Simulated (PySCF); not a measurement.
# C₄H₁₁F₃OSi₂: full NMR table

```
Formula                 : C4H11F3OSi2
SMILES                  : C[Si](C)(C)O[SiH2]C(F)(F)F
Degrees of unsaturation : 0
Carbon signals          : 2
Proton signals          : 2
```

Numbering as in the mapped SMILES `[CH3:1][Si:2]([CH3:3])([CH3:4])[O:5][SiH2:6][C:7]([F:8])([F:9])[F:10]`. Each H is labelled by its parent atom.

PySCF 2.14 calculation with geometry: GFN2-xTB and PBE0/pcSseg-1 with gauge-including orbitals; one conformer, non-relativistic, fast rotation and ring inversion assumed for equivalent nuclei, in vacuum.

δ = σ(ref) − σ, references computed at the same level: ¹H (31.72 ppm), ¹³C (186.93 ppm), ²⁹Si (349.16 ppm) vs TMS; CFCl3 for ¹⁹F (170.95 ppm); ¹⁷O (336.08 ppm) against H2O.

| carbon | δC, type | δH (multiplicity) | HMBC from (2–3 bonds) | span of the C tensor (ppm) |
| --- | --- | --- | --- | --- |
| C1/C3/C4 | 2.4, CH3 | 0.28 (s) | H(C1)/H(C3)/H(C4) | 18 |
| C7 | 138.6, C | – | H(Si6) | 9 |

Other nuclei:
```json
{"atoms": "H(Si6)", "nucleus": "¹H", "environment": "hydrogen on a silicon bonded to C, O", "δ (ppm)": "4.95", "σ (ppm)": "26.77"}
{"atoms": "F8/F9/F10", "nucleus": "¹⁹F", "environment": "fluorine of a CF3 group", "δ (ppm)": "-82.0", "σ (ppm)": "252.9"}
{"atoms": "Si2", "nucleus": "²⁹Si", "environment": "silicon bonded to 3 C, O", "δ (ppm)": "22.8", "σ (ppm)": "326.4"}
{"atoms": "Si6", "nucleus": "²⁹Si", "environment": "silicon bonded to C, O, 2 H", "δ (ppm)": "-46.2", "σ (ppm)": "395.3"}
{"atoms": "O5", "nucleus": "¹⁷O", "environment": "oxygen bonded to 2 Si", "δ (ppm)": "40.5", "σ (ppm)": "295.5"}
```

1. Carbon types of the structure: 1 × C, 3 × CH3, leaving 2 H on heteroatoms.
2. δC 138.6: CF3 carbon; 3 electronegative neighbours deshield it.
3. δC 2.4: methyl carbon bonded to Si; an electropositive neighbour leaves it electron-rich and shielded.
4. δH 4.95: hydrogen on a silicon bonded to C, O.
5. δH 0.28: hydrogen on a methyl carbon bonded to Si; an electropositive neighbour shields it, as in TMS itself.

Splittings by ¹⁹F in the carbon and heteronuclear signals aren't shown, as no couplings were computed. Shifts are as computed. Against solution values, carbons near 30 ppm lie about +3 ppm off and those near 130 ppm about +5 ppm. Of 1211 compounds with measured shifts, 218 miss one by over three times the rms of a fit or turn the order of signals round; such compounds aren't used in these exercises. Unscaled 19F shifts against computed CFCl3 carry errors that often reach 10 to 50 ppm. Experimental scales use liquid or dissolved standards, which lie at an offset from isolated H2O (liquid H2O: subtract about 36 ppm). No couplings were computed; multiplicities are counted from neighbouring protons, with m where these are inequivalent, close in shift, in a saturated or five-membered ring or joined by F or P, and br s for small geminal =CH2 splittings.
